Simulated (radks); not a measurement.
Problem. These are the eigenvalues of the occupied orbitals of an atom or ion with whole-number occupations (Ry). Method: Dirac Kohn-Sham, LDA (Slater exchange, Perdew-Zunger correlation), spin-unpolarised, spherical densities, point nucleus; computed with a radial shooting solver on a logarithmic mesh with Libxc functionals.

1s1/2: -750.8787
2s1/2: -93.19159
2p1/2: -82.66306
2p3/2: -80.63479
3s1/2: -11.44778
3p1/2: -8.04442
3p3/2: -7.77694
3d3/2: -2.05994
3d5/2: -2.02583
4s1/2: -1.22428

Which element is it, and in what charge state? The configuration may be excited. Open shells, if any, are shared by 2j + 1.

Solution. Z = 31, gallium, charge +1: Ga+ in [Ar] 3d10 4s2. The list shows which subshells hold electrons but not how many an open one holds; the 1s level, -375.44 hartree, gives Z - s = 27.4 by -(Z - s)^2/2, which with screening and relativity narrows Z to a few neighbours, and the depths of the outer levels then fix element, charge and occupations together.
